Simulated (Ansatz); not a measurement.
A short molecular-dynamics run on tri-p-tolylsulfonium bromide (C₂₁H₂₁BrS).

```yaml
crystal:
  periodic: [false, false, false]
  atoms:
    - {symbol: C, position_ang: [4.750535, 0.058009, -3.140066]}
    - {symbol: C, position_ang: [3.734811, 0.011112, -2.027936]}
    - {symbol: C, position_ang: [3.929932, -0.821297, -0.903327]}
    - {symbol: C, position_ang: [3.021294, -0.835367, 0.158528]}
    - {symbol: C, position_ang: [1.881668, -0.018570, 0.086146]}
    - {symbol: S, position_ang: [0.719953, -0.169558, 1.454389]}
    - {symbol: C, position_ang: [-0.428400, -1.440053, 0.722973]}
    - {symbol: C, position_ang: [-1.418729, -1.910552, 1.604369]}
    - {symbol: C, position_ang: [-2.272314, -2.942196, 1.203480]}
    - {symbol: C, position_ang: [-2.142813, -3.545832, -0.067828]}
    - {symbol: C, position_ang: [-3.057003, -4.671293, -0.478677]}
    - {symbol: C, position_ang: [-1.128684, -3.073699, -0.921852]}
    - {symbol: C, position_ang: [-0.269810, -2.029748, -0.538201]}
    - {symbol: C, position_ang: [-0.400595, 1.261081, 1.330293]}
    - {symbol: C, position_ang: [-1.429199, 1.295375, 0.371806]}
    - {symbol: C, position_ang: [-2.288631, 2.400645, 0.333240]}
    - {symbol: C, position_ang: [-2.153207, 3.468027, 1.245246]}
    - {symbol: C, position_ang: [-3.064731, 4.665664, 1.178314]}
    - {symbol: C, position_ang: [-1.124560, 3.390141, 2.206375]}
    - {symbol: C, position_ang: [-0.243129, 2.302801, 2.256630]}
    - {symbol: C, position_ang: [1.651160, 0.814651, -1.013188]}
    - {symbol: C, position_ang: [2.586666, 0.825891, -2.059380]}
    - {symbol: H, position_ang: [4.286466, 0.331495, -4.108843]}
    - {symbol: H, position_ang: [5.533052, 0.818576, -2.925636]}
    - {symbol: H, position_ang: [5.268089, -0.914382, -3.263225]}
    - {symbol: H, position_ang: [4.825620, -1.460056, -0.849700]}
    - {symbol: H, position_ang: [3.204626, -1.450106, 1.051211]}
    - {symbol: H, position_ang: [-1.527368, -1.459221, 2.604092]}
    - {symbol: H, position_ang: [-3.054452, -3.294910, 1.894850]}
    - {symbol: H, position_ang: [-2.912294, -5.561611, 0.169061]}
    - {symbol: H, position_ang: [-4.123531, -4.379032, -0.385518]}
    - {symbol: H, position_ang: [-2.877914, -4.983543, -1.525403]}
    - {symbol: H, position_ang: [-1.004042, -3.530728, -1.916533]}
    - {symbol: H, position_ang: [0.510378, -1.678367, -1.227856]}
    - {symbol: H, position_ang: [-1.572303, 0.464434, -0.332931]}
    - {symbol: H, position_ang: [-3.087393, 2.429610, -0.424644]}
    - {symbol: H, position_ang: [-3.228271, 5.110286, 2.179709]}
    - {symbol: H, position_ang: [-4.050912, 4.408429, 0.744188]}
    - {symbol: H, position_ang: [-2.622217, 5.460377, 0.539106]}
    - {symbol: H, position_ang: [-1.003963, 4.203756, 2.939489]}
    - {symbol: H, position_ang: [0.597956, 2.255791, 2.973243]}
    - {symbol: H, position_ang: [0.763302, 1.460976, -1.055132]}
    - {symbol: H, position_ang: [2.415956, 1.491222, -2.920561]}
    - {symbol: Br, position_ang: [2.804969, 1.241753, 2.839690]}
basis:
  gaussian: {orbitals: def2-SVP, fitting: {mean_field: def2-universal-jkfit}}
hamiltonian: {xc: {name: r2SCAN}}
md: {timestep: 0.5 fs, n_steps: 15, ensemble: nve, temperature: 700, initial_velocities: maxwell_boltzmann, seed: 473}
scf: {omitted_lower_state_checks: [starts]}
```

```sh
$ ansatz run in.yaml --threads 2 --pin off --events-out ev --progress --plain --max-ram 32768MiB --backend cuda --devices 0, --max-vram 18GiB
```

```
step  time (fs)  potential energy (eV)  kinetic (eV)  T (K)  conserved (eV)
   0        0.0           -102958.7186        3.8002    700    -102954.9183
   1        0.5           -102958.6348        3.7176    685    -102954.9172
   2        1.0           -102958.3943        3.4806    641    -102954.9137
   3        1.5           -102958.0536        3.1451    579    -102954.9084
   4        2.0           -102957.6946        2.7913    514    -102954.9033
   5        2.5           -102957.3975        2.4972    460    -102954.9003
   6        3.0           -102957.2083        2.3077    425    -102954.9006
   7        3.5           -102957.1234        2.2201    409    -102954.9034
   8        4.0           -102957.1003        2.1934    404    -102954.9069
   9        4.5           -102957.0837        2.1741    400    -102954.9096
  10        5.0           -102957.0292        2.1182    390    -102954.9110
  11        5.5           -102956.9133        2.0024    369    -102954.9110
  12        6.0           -102956.7353        1.8255    336    -102954.9098
  13        6.5           -102956.5152        1.6078    296    -102954.9074
  14        7.0           -102956.2924        1.3882    256    -102954.9042
  15        7.5           -102956.1200        1.2192    225    -102954.9007
```

Velocities are drawn at the set temperature; a run this short doesn't reach equilibrium.

Frames (Å, forces in eV/Å):

```xyz
44
time=0.0 fs
C     4.751    0.058   -3.140    0.114    0.014   -0.115
C     3.735    0.011   -2.028   -0.089    0.010    0.101
C     3.930   -0.821   -0.903   -0.008    0.004   -0.004
C     3.021   -0.835    0.159   -0.004    0.029   -0.030
C     1.882   -0.019    0.086    0.114   -0.030   -0.125
S     0.720   -0.170    1.454   -0.176   -0.060   -0.237
C    -0.428   -1.440    0.723   -0.064   -0.116   -0.015
C    -1.419   -1.911    1.604   -0.007   -0.018   -0.016
C    -2.272   -2.942    1.203    0.004    0.006   -0.022
C    -2.143   -3.546   -0.068    0.092    0.097    0.031
C    -3.057   -4.671   -0.479   -0.095   -0.109   -0.030
C    -1.129   -3.074   -0.922   -0.026   -0.021    0.020
C    -0.270   -2.030   -0.538   -0.021   -0.004    0.020
C    -0.401    1.261    1.330   -0.091    0.118    0.024
C    -1.429    1.295    0.372   -0.024    0.030    0.025
C    -2.289    2.401    0.333    0.013    0.011    0.001
C    -2.153    3.468    1.245    0.086   -0.108    0.014
C    -3.065    4.666    1.178   -0.078    0.124   -0.015
C    -1.125    3.390    2.206   -0.026   -0.002   -0.011
C    -0.243    2.303    2.257    0.019    0.019   -0.007
C     1.651    0.815   -1.013    0.029   -0.017    0.009
C     2.587    0.826   -2.059    0.016   -0.013   -0.006
H     4.286    0.331   -4.109    0.100   -0.065    0.242
H     5.533    0.819   -2.926   -0.187   -0.179   -0.039
H     5.268   -0.914   -3.263   -0.133    0.227    0.039
H     4.826   -1.460   -0.850   -0.190    0.141   -0.012
H     3.205   -1.450    1.051   -0.036    0.136   -0.182
H    -1.527   -1.459    2.604    0.024   -0.097   -0.210
H    -3.054   -3.295    1.895    0.167    0.069   -0.145
H    -2.912   -5.562    0.169   -0.021    0.204   -0.138
H    -4.124   -4.379   -0.386    0.240   -0.054   -0.018
H    -2.878   -4.984   -1.525   -0.030    0.082    0.235
H    -1.004   -3.531   -1.917   -0.026    0.098    0.210
H     0.510   -1.678   -1.228   -0.157   -0.083    0.138
H    -1.572    0.464   -0.333    0.029    0.184    0.138
H    -3.087    2.430   -0.425    0.160   -0.008    0.164
H    -3.228    5.110    2.180    0.045   -0.113   -0.220
H    -4.051    4.408    0.744    0.230    0.043    0.098
H    -2.622    5.460    0.539   -0.090   -0.183    0.141
H    -1.004    4.204    2.939   -0.025   -0.174   -0.160
H     0.598    2.256    2.973   -0.222    0.025   -0.153
H     0.763    1.461   -1.055    0.195   -0.129    0.012
H     2.416    1.491   -2.921    0.039   -0.144    0.180
Br    2.805    1.242    2.840    0.112    0.057    0.068
44
time=1.5 fs
C     4.744    0.057   -3.144    0.250   -0.318    1.883
C     3.733    0.007   -2.033   -0.517    0.218    0.019
C     3.939   -0.822   -0.912   -0.854    0.061    0.194
C     3.037   -0.845    0.159   -0.646    0.714   -0.201
C     1.881   -0.019    0.094    0.723   -0.180   -0.479
S     0.725   -0.169    1.453   -0.396   -0.090   -0.139
C    -0.427   -1.443    0.716    0.305    0.209    0.138
C    -1.405   -1.907    1.598   -0.668   -0.525   -0.245
C    -2.265   -2.934    1.203   -0.856   -0.559    0.003
C    -2.154   -3.545   -0.083    0.147    0.544    1.352
C    -3.051   -4.658   -0.480   -0.736   -1.836    0.238
C    -1.142   -3.085   -0.919    0.325    0.736    0.590
C    -0.273   -2.035   -0.531   -0.527   -0.811   -0.148
C    -0.426    1.266    1.333    1.084   -0.247    0.601
C    -1.424    1.283    0.379   -1.666    0.674   -0.857
C    -2.293    2.417    0.312    2.881   -0.916    2.313
C    -2.146    3.453    1.237   -0.444    0.887    0.283
C    -3.085    4.670    1.190    0.971   -0.383   -2.140
C    -1.122    3.378    2.220   -0.476    0.179   -0.746
C    -0.230    2.314    2.254    0.710   -0.052    0.893
C     1.646    0.814   -1.013   -0.745    0.536    0.464
C     2.580    0.827   -2.061    0.111   -0.299    0.132
H     4.342    0.315   -4.079   -0.790    0.635   -1.589
H     5.526    0.760   -2.861    0.325    0.460   -0.088
H     5.242   -0.893   -3.243    0.347   -0.801   -0.110
H     4.768   -1.516   -0.886    0.550   -0.119    0.008
H     3.216   -1.434    1.064    0.046   -0.057   -0.139
H    -1.545   -1.459    2.574    0.092    0.223    0.407
H    -3.096   -3.303    1.884    1.010    0.499   -0.589
H    -2.877   -5.643    0.160   -0.386    1.892   -0.984
H    -4.157   -4.370   -0.399    1.253   -0.444   -0.098
H    -2.810   -4.952   -1.531   -0.421    0.089    0.453
H    -1.036   -3.544   -1.885    0.229   -0.218   -0.692
H     0.517   -1.751   -1.208    0.347    0.311   -0.285
H    -1.641    0.443   -0.312    0.417    0.347    0.358
H    -3.024    2.492   -0.404   -2.034   -0.044   -2.018
H    -3.253    5.073    2.154   -0.198    0.651    1.414
H    -4.055    4.477    0.710   -0.096   -0.464    0.183
H    -2.680    5.486    0.520    0.089   -0.534    0.698
H    -1.004    4.212    2.914    0.020    0.020    0.180
H     0.640    2.303    3.009   -1.079   -0.236   -1.152
H     0.739    1.503   -0.998    1.131   -0.873   -0.236
H     2.394    1.463   -2.932    0.054    0.056    0.053
Br    2.807    1.244    2.843    0.118    0.066    0.080
44
time=3.5 fs
C     4.735    0.054   -3.145    0.307   -0.418    2.312
C     3.728    0.002   -2.040   -1.029    0.456   -0.070
C     3.949   -0.822   -0.922   -1.152   -0.358    0.429
C     3.056   -0.855    0.159   -1.281    1.409   -0.358
C     1.883   -0.019    0.104    1.294   -0.256   -0.893
S     0.732   -0.169    1.451   -0.624   -0.174    0.016
C    -0.423   -1.447    0.706    0.680    0.591    0.380
C    -1.388   -1.905    1.589   -1.424   -0.850   -0.072
C    -2.257   -2.925    1.203   -1.140   -0.825   -0.512
C    -2.168   -3.541   -0.100    0.185    1.005    2.814
C    -3.045   -4.646   -0.480   -0.803   -2.737   -0.163
C    -1.158   -3.097   -0.913    0.851    1.248    0.434
C    -0.278   -2.045   -0.522   -0.489   -1.424   -0.827
C    -0.456    1.271    1.338    2.437   -0.547    1.303
C    -1.421    1.268    0.387   -3.139    1.383   -1.614
C    -2.291    2.437    0.290    3.054   -1.703    2.142
C    -2.138    3.435    1.227   -0.954    2.006    0.765
C    -3.110    4.674    1.200    1.417   -0.664   -2.632
C    -1.119    3.363    2.236   -0.910    0.544   -1.382
C    -0.211    2.328    2.253    0.537   -0.219    0.965
C     1.638    0.814   -1.012   -0.600    0.483    0.982
C     2.571    0.827   -2.063    0.149   -0.571    0.324
H     4.389    0.315   -4.093   -0.842    0.886   -1.795
H     5.527    0.698   -2.779    0.494    0.746   -0.269
H     5.218   -0.893   -3.219    0.510   -1.276   -0.224
H     4.709   -1.593   -0.935    0.741    0.058    0.006
H     3.234   -1.415    1.077    0.127   -0.272   -0.071
H    -1.566   -1.451    2.548    0.194    0.390    0.690
H    -3.118   -3.298    1.851    1.201    0.631   -0.421
H    -2.843   -5.687    0.117   -0.570    2.477   -0.960
H    -4.161   -4.372   -0.420    1.387   -0.553   -0.111
H    -2.734   -4.907   -1.523   -0.803   -0.042    0.332
H    -1.071   -3.570   -1.866    0.428   -0.261   -1.010
H     0.538   -1.838   -1.191    0.433    0.528   -0.347
H    -1.718    0.426   -0.272    0.756    0.258    0.333
H    -3.005    2.573   -0.443   -1.748   -0.203   -1.856
H    -3.292    5.045    2.166   -0.241    0.769    1.652
H    -4.064    4.551    0.672   -0.309   -0.973    0.336
H    -2.752    5.504    0.518    0.558   -0.431    0.927
H    -1.004    4.223    2.886    0.039    0.120    0.427
H     0.660    2.357    3.018   -1.131   -0.523   -1.407
H     0.745    1.530   -0.930    1.221   -1.040   -0.569
H     2.367    1.429   -2.947    0.071    0.265   -0.081
Br    2.809    1.248    2.848    0.118    0.066    0.076
44
time=5.5 fs
C     4.728    0.050   -3.138    0.771   -0.500    0.055
C     3.721   -0.002   -2.047   -1.331    0.557   -0.040
C     3.956   -0.823   -0.932   -0.825   -1.230    0.488
C     3.071   -0.861    0.158   -1.528    1.636   -0.265
C     1.889   -0.020    0.111    1.510   -0.210   -1.143
S     0.739   -0.169    1.449   -0.763   -0.258    0.170
C    -0.417   -1.448    0.698    0.802    0.768    0.611
C    -1.376   -1.905    1.580   -1.923   -0.541    0.761
C    -2.253   -2.919    1.201   -0.375   -0.487   -1.418
C    -2.182   -3.535   -0.107    0.201    1.133    3.532
C    -3.042   -4.643   -0.481    0.031   -2.077   -0.856
C    -1.172   -3.106   -0.906    1.323    0.954   -0.912
C    -0.284   -2.060   -0.515    0.426   -1.494   -1.797
C    -0.479    1.275    1.347    3.135   -0.649    1.492
C    -1.428    1.258    0.390   -3.293    2.064   -1.378
C    -2.280    2.452    0.275    0.426   -1.611   -0.754
C    -2.134    3.424    1.219   -1.233    2.765    1.217
C    -3.131    4.677    1.202    0.768   -0.565   -0.220
C    -1.119    3.349    2.247   -1.089    1.210   -1.497
C    -0.191    2.341    2.255   -0.929   -0.565   -0.267
C     1.628    0.816   -1.007    0.838   -0.526    1.102
C     2.563    0.825   -2.063   -0.001   -0.561    0.297
H     4.407    0.346   -4.167    0.055    0.192    0.788
H     5.545    0.662   -2.708   -0.014    0.383   -0.707
H     5.212   -0.936   -3.204   -0.062   -0.162   -0.260
H     4.676   -1.666   -0.983    0.286    0.820    0.078
H     3.256   -1.407    1.086    0.110   -0.297   -0.179
H    -1.578   -1.429    2.545    0.378    0.092    0.106
H    -3.097   -3.270    1.804    0.242    0.240    0.492
H    -2.830   -5.642    0.039   -0.378    1.335   -0.034
H    -4.116   -4.394   -0.445    0.091   -0.251   -0.062
H    -2.689   -4.864   -1.505   -0.892   -0.228   -0.239
H    -1.090   -3.604   -1.882    0.420    0.281   -0.030
H     0.573   -1.904   -1.186   -0.219    0.507    0.133
H    -1.767    0.418   -0.221    0.741   -0.210   -0.076
H    -3.046    2.644   -0.545    0.907   -0.841    0.909
H    -3.339    5.043    2.234    0.162   -0.065   -0.548
H    -4.084    4.588    0.646   -0.161   -1.208    0.554
H    -2.803    5.506    0.550    1.064    0.203    0.557
H    -1.003    4.238    2.873   -0.018   -0.160    0.317
H     0.640    2.391    2.977    0.066   -0.590   -0.404
H     0.793    1.520   -0.883    0.044   -0.177   -0.662
H     2.343    1.404   -2.963    0.131    0.270    0.041
Br    2.812    1.252    2.852    0.107    0.051    0.048
44
time=7.5 fs
C     4.723    0.044   -3.132    1.431   -0.682   -1.097
C     3.709   -0.003   -2.054   -1.257    0.437    0.106
C     3.960   -0.829   -0.940   -0.811   -1.520    0.330
C     3.081   -0.862    0.156   -1.370    1.438   -0.062
C     1.900   -0.022    0.114    1.362   -0.092   -1.144
S     0.744   -0.169    1.447   -0.828   -0.305    0.271
C    -0.409   -1.448    0.692    0.618    0.594    0.715
C    -1.370   -1.907    1.574   -1.844    0.051    1.239
C    -2.250   -2.914    1.194    0.534    0.057   -1.925
C    -2.195   -3.525   -0.104    0.274    0.871    3.221
C    -3.038   -4.645   -0.486    0.740    0.974   -2.225
C    -1.182   -3.111   -0.902    1.469    0.566   -1.771
C    -0.289   -2.079   -0.514    1.204   -1.184   -2.065
C    -0.491    1.277    1.361    2.998   -0.636    0.987
C    -1.446    1.254    0.388   -2.385    2.453   -0.459
C    -2.267    2.461    0.257   -0.640   -1.349   -1.687
C    -2.133    3.421    1.215   -1.307    2.887    1.338
C    -3.149    4.678    1.203    0.246   -0.807    1.275
C    -1.123    3.339    2.254   -1.088    1.801   -1.403
C    -0.174    2.353    2.256   -2.943   -1.007   -1.982
C     1.620    0.816   -0.999    2.573   -1.791    0.790
C     2.554    0.821   -2.063   -0.229   -0.382    0.107
H     4.426    0.384   -4.214    0.392   -0.311    2.130
H     5.562    0.641   -2.664   -0.468    0.011   -1.014
H     5.204   -0.986   -3.199   -0.511    0.895   -0.271
H     4.655   -1.709   -1.028    0.081    1.217    0.209
H     3.282   -1.409    1.089    0.001   -0.183   -0.370
H    -1.577   -1.405    2.547    0.460   -0.264   -0.427
H    -3.069   -3.233    1.777   -0.980   -0.279    1.419
H    -2.830   -5.554   -0.036    0.391   -2.083    1.851
H    -4.070   -4.425   -0.473   -1.678    0.179    0.002
H    -2.676   -4.829   -1.495   -0.733   -0.341   -0.805
H    -1.093   -3.627   -1.900    0.326    0.661    0.752
H     0.601   -1.952   -1.176   -0.659    0.480    0.359
H    -1.788    0.402   -0.173    0.537   -0.603   -0.485
H    -3.059    2.685   -0.618    1.781   -1.108    1.939
H    -3.381    5.040    2.285    0.410   -0.534   -1.731
H    -4.110    4.580    0.642    0.179   -1.110    0.647
H    -2.814    5.516    0.603    1.192    0.656    0.128
H    -1.003    4.247    2.872   -0.097   -0.465    0.140
H     0.626    2.404    2.923    1.822   -0.451    1.130
H     0.841    1.505   -0.861   -1.480    1.047   -0.482
H     2.323    1.389   -2.978    0.195    0.174    0.297
Br    2.814    1.255    2.857    0.092    0.035    0.022
```

Run time 95 s (2 threads of AMD EPYC 7R13 on a shared host and a share (18 GiB) of an NVIDIA H100 80GB HBM3).
